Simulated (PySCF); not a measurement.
Zn(I)(Et) (C2H5IZn), SMILES C[CH2][Zn][I].

Coordinates come from a PBE0-D3(BJ)/def2-SVP optimisation. The structure was generated by enumeration; whether it is a known compound was not checked. The def2 effective core potentials stand for the cores of I; spin–orbit coupling is left out. One conformer was computed; it need not be the lowest.

All values below come from PBE/def2-TZVP run with PySCF.

Gas-phase values at a fixed geometry.

Computed frontier levels, gap, dipole moment and polarisability:
| Item | Result |
|---|---|
| highest occupied level | -6.35 eV |
| lowest empty level | -1.52 eV |
| orbital gap | 4.83 eV |
| dipole moment | 2.31 D |
| quadrupole, principal values (traceless, Buckingham form, about the centre of nuclear charge) | -0.71, 0.18, 0.54 D·Å |
| mean static polarisability | 88.4 bohr³ (13.10 Å³) |
| polarisability, principal values | 65.8, 69.1, 130.4 bohr³ |
